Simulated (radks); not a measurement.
Values are calculated unless marked as measured or tabulated.
Question: The strontium ion Sr2+, configuration [Kr]. Code: a radial shooting solver on a logarithmic mesh with Libxc functionals. Model: Dirac Kohn-Sham, PBE, spin-unpolarised, spherical densities, finite nucleus; Fermi nuclear charge, rms radius 4.224 fm. Some entries of the table are withheld. Estimate them.

| orbital | occ. | eigenvalue (hartree) | <r> (bohr) | r(max) (bohr) |
|---|---|---|---|---|
| 1s1/2 | 2 | -585.9585 | 0.03916 | 0.02553 |
| 2s1/2 | 2 | -79.77760 | 0.1722 | 0.1452 |
| 2p1/2 | 2 | -72.64812 | (1) | 0.1137 |
| 2p3/2 | 4 | -70.13415 | (2) | 0.1171 |
| 3s1/2 | 2 | -12.77642 | 0.4918 | 0.4360 |
| 3p1/2 | 2 | -10.18726 | 0.4913 | 0.4249 |
| 3p3/2 | 4 | -9.80181 | 0.5017 | 0.4338 |
| 3d3/2 | 4 | -5.25847 | (3) | 0.3751 |
| 3d5/2 | 6 | -5.19119 | (4) | 0.3778 |
| 4s1/2 | 2 | -2.01038 | 1.352 | 1.191 |
| 4p1/2 | 2 | (5) | (6) | 1.307 |
| 4p3/2 | 4 | (7) | (8) | 1.333 |

Answer: 
(1) 2p1/2 <r> (bohr): 0.1475
(2) 2p3/2 <r> (bohr): 0.1517
(3) 3d3/2 <r> (bohr): 0.4960
(4) 3d5/2 <r> (bohr): 0.4997
(5) 4p1/2 eigenvalue (hartree): -1.37115
(6) 4p1/2 <r> (bohr): 1.527
(7) 4p3/2 eigenvalue (hartree): -1.32770
(8) 4p3/2 <r> (bohr): 1.559
